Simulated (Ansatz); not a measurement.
C7H9N can be A, `CNc1ccccc1`, or B, `Cc1ccncc1C`.

Program: Ansatz. Geometries: PBE0-D4/def2-TZVP. ΔE: electronic, gas phase. CCSD(T)/CBS adds triple-zeta CCSD(T) − MP2 to the extrapolated MP2 energy (def2 sets, frozen cores). DFT in def2-TZVPP. One conformer a species, not always the lowest.

(1) Which isomer does CCSD(T)/CBS put lower? Give the gap. (An estimate is asked.)

(2) Give E(B) − E(A) in kcal/mol with CCSD(T)/def2-TZVPP, LDA (SPW92), PBE-D4, r2SCAN-D4, MP2/def2-TZVPP, CCSD/def2-TZVPP, BLYP-D4. (Estimate.)

Largest T1 diagnostic: 0.011.

Results:

(1) Computed: B, by 5.0 kcal/mol.

(2) Computed: CCSD(T)/def2-TZVPP -6.1, LDA (SPW92) -1.4, PBE-D4 -3.8, r2SCAN-D4 -3.9, MP2/def2-TZVPP -6.0, CCSD/def2-TZVPP -5.6, BLYP-D4 -4.0. None reverses the order clearly.

In def2-TZVPP, CCSD(T) changes the Hartree–Fock value by −1.3 kcal/mol (the triples alone add −0.4 kcal/mol) and MP2 by −1.2 kcal/mol. At CCSD(T), def2-SVP lies −2.5 kcal/mol from the extrapolated value and def2-TZVPP −1.1 kcal/mol.
